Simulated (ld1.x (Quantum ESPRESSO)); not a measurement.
**What one change does to a pseudopotential (Ti, TM)**

```json
{
  "Element": "titanium (Ti)",
  "Generator": "ld1.x (Quantum ESPRESSO) 7.5",
  "Type": "norm-conserving Troullier–Martins (Kleinman–Bylander form)",
  "Functional": "LDA (PZ)",
  "Relativity": "scalar-relativistic",
  "Frozen core": "[Ne]",
  "Valence charge": "12",
  "Reference configuration": "3s2 3p6 3d1 4s0 4p0 (charge +3)",
  "Partial waves": "3s (bound): rc 1.60 bohr; 3p (bound): rc 1.65 bohr; 3d (bound): rc 2.20 bohr",
  "Local potential": "the d channel",
  "Core correction": "none"
}
```

Change: all radii scaled by about 1.35 (s 2.16, p 2.24, d 2.98 bohr).

Cutoffs: the cutoffs (Ry, on a coarse ladder) from which the occupation-weighted sum of valence levels, in a spherical-Bessel basis at the reference potential, stays within 10 and 1 mRy of its value at 400 Ry; they do not see the model core or the augmentation charge, which bear on the density cutoff. Errors are all-electron minus pseudo energies relative to the spin-unpolarised reference configuration.

Task: How do hardness, ghosts and transferability respond?

Result: The potential gets softer (50 Ry and 80 Ry → 35 Ry and 60 Ry); of the 9 tests that both files solve, the error grows in 9 and shrinks in 0 by more than 15 % and 0.3 meV (median size 187.0 → 1796.6 meV); neither file shows a bound ghost at the reference potential, the only one tested. A larger radius leaves more room for a smooth pseudo-wave, so fewer plane waves are needed. More of the atom is replaced by a form fitted at one configuration, so other configurations suffer.

| quantity | base | changed |
| --- | --- | --- |
| cutoff, loose | 50 Ry | 35 Ry |
| cutoff, tight | 80 Ry | 60 Ry |
| loose cutoff by channel (10 mRy a level) | s 30 Ry, p 35 Ry, d 45 Ry | s 15 Ry, p 30 Ry, d 30 Ry |
| bound ghosts | none | none |
| error for 3s2 3p6 3d2 4s2 4p0, meV [ΔE -48.53 eV] | +149 | +1797 |
| error for 3s2 3p6 3d2 4s1 4p0, meV [ΔE -40.99 eV] | +212 | +1866 |
| error for 3s2 3p6 3d2 4s0 4p0, meV [ΔE -27.19 eV] | +89 | +360 |
| error for 3s2 3p6 3d2 4s1.5 4p0, meV [ΔE -45.51 eV] | +187 | +1905 |
| error for 3s2 3p5 3d2 4s2 4p0, meV [ΔE -3.02 eV] | +1296 | +6232 |
| error for 3s2 3p6 3d3 4s0 4p0, meV [ΔE -40.97 eV] | +73 | +573 |
| error for 3s2 3p6 3d2 4s0 4p2, meV [ΔE -42.09 eV] | -414 | -1268 |
| error for 3s2 3p6 3d1 4s0 4p0 (spin-polarised), meV [ΔE -0.24 eV] | +28 | +36 |
| error for 3s2 3p6 3d2 4s2 4p0 (spin-polarised), meV [ΔE -49.20 eV] | +218 | +1857 |

Changed file: These tests converged, but a pseudo level misses the all-electron one widely, so the file describes the atom poorly there or has found another state: 3s2 3p6 3d2 4s2 4p0: 3p by 3.1 eV; 3s2 3p6 3d2 4s0 4p0: empty 4s by 3.3 eV; 3s2 3p6 3d2 4s1.5 4p0: 3p by 3.0 eV; 3s2 3p5 3d2 4s2 4p0: 3s by 6.3 eV; 3s2 3p6 3d2 4s0 4p2: 3d by 1.7 eV.
